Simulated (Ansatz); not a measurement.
Species: LuCl₂ (charge 0, doublet). The spin state was set by rule; other spins were not relaxed. 
Structure (B3LYP-D3(BJ)/def2-TZVP (Ansatz, a quantum-chemistry and plane-wave program) minimum search):
```xyz
3

Lu     0.2100    -0.0037     0.2621
Cl     1.2269     0.3689    -1.8770
Cl    -2.1042    -0.3534     0.7825
```
Charge 0, spin multiplicity 2.

Dipole moments at this geometry, in debye (magnitudes).

```
level                program  dipole (D)
-------------------  -------  ----------
PBE/def2-TZVP         Ansatz        2.55
BLYP/def2-TZVP        Ansatz        2.63
revPBE/def2-TZVP      Ansatz        2.51
r2SCAN/def2-TZVP      Ansatz        2.74
B97M-V/def2-TZVP      Ansatz        2.71
B3LYP/def2-TZVP       Ansatz        2.76
PBE0/def2-TZVP        Ansatz        2.66
BHLYP/def2-TZVP       Ansatz        2.84
CAM-B3LYP/def2-TZVP   Ansatz        2.80
```
